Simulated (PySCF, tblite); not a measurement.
Isomers of C4H8OSi2. Computed with GFN2-xTB (tblite): harmonic, unscaled wavenumbers at the GFN2-xTB geometry, gas phase. The method is semi-empirical: single wavenumbers can be off by several per cent or more. Modes of hydrogen on silicon can be 10 to 20 % off. One conformer each.

Electronic energies: PBE0-D3(BJ)/def2-SVP at its own geometries (PySCF, gas phase).

```csv
SMILES,"electronic energy, lowest = 0 (kcal/mol)"
O[SiH]1C=C[SiH2]C=C1,8.2
C#C[SiH2]O[SiH2]C=C,28.0
C#C[Si@H]1CC[SiH2]O1,0.0
```

Problem. How do GFN2-xTB zero-point energies change the relative energies?

Solution. 
```
              SMILES  ZPE (kcal/mol)  of it from modes above 1550 cm⁻¹  electronic (kcal/mol)  with ZPE, lowest = 0 (kcal/mol)  lowest mode (cm⁻¹)  rings
C#C[Si@H]1CC[SiH2]O1            64.7                              34.8                    0.0                              0.0                  62      1
O[SiH]1C=C[SiH2]C=C1            63.6                              36.4                    8.2                              7.1                  44      1
 C#C[SiH2]O[SiH2]C=C            60.7                              36.3                   28.0                             23.9                 15i      0
```

The zero-point energies span 4.0 kcal/mol, from `C#C[SiH2]O[SiH2]C=C` to `C#C[Si@H]1CC[SiH2]O1`. Slightly imaginary modes are left out of the zero-point energy: `C#C[SiH2]O[SiH2]C=C` 15.2i cm⁻¹. The order is unchanged.

Problem. And how do the electronic energies of GFN2-xTB itself compare?

Solution. `C#C[Si@H]1CC[SiH2]O1` 0.0; `O[SiH]1C=C[SiH2]C=C1` 31.8; `C#C[SiH2]O[SiH2]C=C` 14.8 kcal/mol, lowest = 0. Against the energies above, taken from the same isomer `C#C[Si@H]1CC[SiH2]O1`, the largest difference is 23.6 kcal/mol. The two levels were optimised apart and needn't hold the same conformer.
